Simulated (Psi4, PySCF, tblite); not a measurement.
Two rigid molecules brought together: H3ClSi ··· Li+ (SMILES [SiH3]Cl and [Li+]) (charge +1). Monomers: optimised at B3LYP-D3(BJ) (def2-TZVP), held rigid. Orientation: lowest of the rigid-body minima from ten starts at GFN2-xTB (searched outside a hard wall at short contacts). Only R, the distance of the centres of mass, is varied, so the lowest point isn't the relaxed dimer. The shortest distances reach bonding range, where SAPT0 and rigid monomers are unreliable.

Computed with: GFN2-xTB (tblite); RKS-B3LYP/6-311+G** = restricted B3LYP/6-311+G**, spherical d, no counterpoise correction (PySCF 2.14.0); RKS-B3LYP/3-21G = restricted B3LYP/3-21G, no counterpoise correction (PySCF 2.14.0); wB97X-V/def2-TZVP, counterpoise-corrected (Psi4).

Interaction energies in kcal/mol; the last columns give the difference from wB97X-V:

```tsv
R / Å	GFN2-xTB	RKS-B3LYP/6-311+G**	RKS-B3LYP/3-21G	wB97X-V/def2-TZVP	GFN2-xTB − wB97X-V/def2-TZVP	RKS-B3LYP/6-311+G** − wB97X-V/def2-TZVP	RKS-B3LYP/3-21G − wB97X-V/def2-TZVP
3.10	-43.08	-18.03	-25.25	-15.48	-27.60	-2.56	-9.77
3.32	-41.23	-18.87	-26.56	-16.45	-24.78	-2.42	-10.11
3.46	-38.94	-17.97	-25.50	-15.64	-23.30	-2.32	-9.85
3.78	-33.02	-14.73	-21.34	-12.70	-20.31	-2.03	-8.64
4.07	-27.87	-11.92	-17.50	-10.18	-17.70	-1.74	-7.32
4.58	-19.60	-8.36	-12.38	-7.01	-12.59	-1.36	-5.37
5.32	-11.49	-5.50	-8.13	-4.46	-7.02	-1.04	-3.67
6.30	-6.78	-3.60	-5.23	-2.84	-3.94	-0.77	-2.39
7.58	—	-2.35	-3.28	-1.82	—	-0.53	-1.47
```

GFN2-xTB is furthest from wB97X-V/def2-TZVP at 3.10 (-27.60 kcal/mol, below); its mean absolute difference over the points is 17.16 kcal/mol.

RKS-B3LYP/6-311+G** is furthest from wB97X-V/def2-TZVP at 3.10 (-2.56 kcal/mol, below); its mean absolute difference over the points is 1.64 kcal/mol.

RKS-B3LYP/3-21G is furthest from wB97X-V/def2-TZVP at 3.32 (-10.11 kcal/mol, below); its mean absolute difference over the points is 6.51 kcal/mol.

A dash means that the run gave no value there, or that the column was ended at a point which the program doubted or which failed a test of continuity chosen for this set; such a test can also cut sound points.
